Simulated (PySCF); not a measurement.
Ge(F)3(SiMe3), SMILES C[Si](C)(C)[Ge]([F])([F])[F] (C3H9F3GeSi), GFN2-xTB optimised geometry.

```
17

C     -2.04    -0.97    -0.77
Si    -0.41    -0.57    -1.65
C      0.75    -2.06    -1.90
C     -0.57     0.57    -3.16
Ge     0.81     0.83     0.00
F      2.60     0.83     0.00
F      0.56     0.54     1.75
F      0.56     2.61     0.00
H     -1.85    -1.45     0.19
H     -2.67    -1.63    -1.36
H     -2.60    -0.06    -0.57
H      0.88    -2.61    -0.97
H      1.74    -1.73    -2.22
H      0.37    -2.75    -2.65
H     -1.14     0.11    -3.96
H     -1.08     1.50    -2.89
H      0.41     0.84    -3.55
```

Density from CAM-B3LYP/def2-SVP in PySCF at that geometry.

Minimum of the electron density along straight lines between bonded atoms, close to the bond critical point (lines longer than 1.1 times the sum of covalent radii, or with two minima, are not listed):

| bond | length / Å | ρ at the minimum / e bohr⁻³ | ∇²ρ there / e bohr⁻⁵ | position (fraction from the first atom) |
|---|---|---|---|---|
| C1–Si2 | 1.899 | 0.114 | 0.30 | 0.62 |
| Si2–C3 | 1.899 | 0.114 | 0.30 | 0.38 |
| Si2–C4 | 1.899 | 0.114 | 0.30 | 0.38 |
| Si2–Ge5 | 2.481 | [?] | -0.04 | 0.34 |
| Ge5–F6 | 1.795 | 0.118 | 0.61 | 0.48 |
| Ge5–F7 | 1.795 | 0.118 | 0.61 | 0.48 |
| Ge5–F8 | 1.795 | 0.118 | 0.61 | 0.48 |
| C1–H9 | 1.088 | 0.272 | -1.00 | 0.64 |
| C1–H10 | 1.086 | 0.272 | -0.99 | 0.63 |
| C1–H11 | 1.088 | 0.272 | -1.00 | 0.63 |
| C3–H12 | 1.088 | 0.272 | -1.00 | 0.63 |
| C3–H13 | 1.088 | 0.272 | -1.00 | 0.64 |
| C3–H14 | 1.086 | 0.272 | -0.99 | 0.63 |
| C4–H15 | 1.086 | 0.272 | -0.99 | 0.63 |
| C4–H16 | 1.088 | 0.272 | -1.00 | 0.64 |
| C4–H17 | 1.088 | 0.272 | -1.00 | 0.63 |

### Question
What belongs in the gaps?

### Answer

- Si2–Ge5, ρ at the minimum / e bohr⁻³: 0.072
